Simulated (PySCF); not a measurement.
CH2ClF3Si.
Bonds: F1–C2, C2–F3, C2–F4, C2–Si5, Si5–Cl6. Hydrogens: H7, H8 on Si5.

The same species was optimised twice, with GFN2-xTB and with PBE0-D3(BJ)/def2-SVP (PySCF), and the same property calculations (PySCF, gas phase) were run on both structures.

```tsv
coordinate	GFN2-xTB	PBE0-D3(BJ)/def2-SVP	change
Si5–Cl6 (Å)	1.984	2.054	+0.070
C2–Si5 (Å)	1.956	1.930	-0.026
F1–C2 (Å)	1.348	1.337	-0.011
C2–F3 (Å)	1.348	1.337	-0.011
C2–F4 (Å)	1.348	1.344	-0.004
F4–C2–Si5 (°)	112.1	109.3	-2.8
C2–Si5–Cl6 (°)	106.5	108.3	+1.8
F1–C2–F3 (°)	106.1	107.7	+1.6
F1–C2–F4 (°)	106.0	107.5	+1.5
F3–C2–F4 (°)	106.0	107.4	+1.4
F3–C2–Si5 (°)	113.0	112.3	-0.7
F1–C2–Si5 (°)	113.1	112.4	-0.7
F1–C2–Si5–Cl6 (°)	-60	-60	0
```

Rotational constants: A = 4129, B = 1389, C = 1289 MHz (GFN2-xTB) against A = 4126, B = 1366, C = 1270 MHz (PBE0-D3(BJ)/def2-SVP). Point groups within 0.08 Å: Cs and Cs.

On the GFN2-xTB structure: lowest singlet, TDDFT (eV) 7.34 [B3LYP/def2-SVPD]; lowest triplet, Tamm–Dancoff (eV) 6.98 [B3LYP/def2-SVPD]; isotropic polarisability (au) 54.5 [B3LYP/def2-SVPD]; HOMO (eV) -9.23 [B3LYP/def2-SVPD]; LUMO (eV) -0.79 [B3LYP/def2-SVPD]; dipole (D) 2.46 [B3LYP/def2-SVPD].

Problem. What do these properties become on the PBE0-D3(BJ)/def2-SVP structure?

Solution. 
```json
{"property": "lowest singlet, TDDFT (eV)", "level": "B3LYP/def2-SVPD", "on GFN2-xTB": "7.34", "on PBE0-D3(BJ)/def2-SVP": "7.24", "change": "-0.10"}
{"property": "lowest triplet, Tamm–Dancoff (eV)", "level": "B3LYP/def2-SVPD", "on GFN2-xTB": "6.98", "on PBE0-D3(BJ)/def2-SVP": "6.86", "change": "-0.12"}
{"property": "isotropic polarisability (au)", "level": "B3LYP/def2-SVPD", "on GFN2-xTB": "54.5", "on PBE0-D3(BJ)/def2-SVP": "55.6", "change": "+1.1"}
{"property": "HOMO (eV)", "level": "B3LYP/def2-SVPD", "on GFN2-xTB": "-9.23", "on PBE0-D3(BJ)/def2-SVP": "-9.23", "change": "0.00"}
{"property": "LUMO (eV)", "level": "B3LYP/def2-SVPD", "on GFN2-xTB": "-0.79", "on PBE0-D3(BJ)/def2-SVP": "-0.85", "change": "-0.06"}
{"property": "dipole (D)", "level": "B3LYP/def2-SVPD", "on GFN2-xTB": "2.46", "on PBE0-D3(BJ)/def2-SVP": "1.92", "change": "-0.54"}
{"property": "energy, GFN2-xTB geometry as zero (kcal/mol)", "level": "B3LYP/def2-SVPD", "on GFN2-xTB": "0.0", "on PBE0-D3(BJ)/def2-SVP": "-2.5", "change": "-2.5"}
```

The heavy atoms differ by 0.035 Å rms after alignment. Among bonds between heavy atoms Si5–Cl6 changes most (+0.070 Å). Changes are differences of the printed values. Neither structure is proved a minimum here.

Conformer computed: `[F:1][C:2]([F:3])([F:4])[SiH2:5][Cl:6]`: F1–C2–Si5–Cl6 -60°.
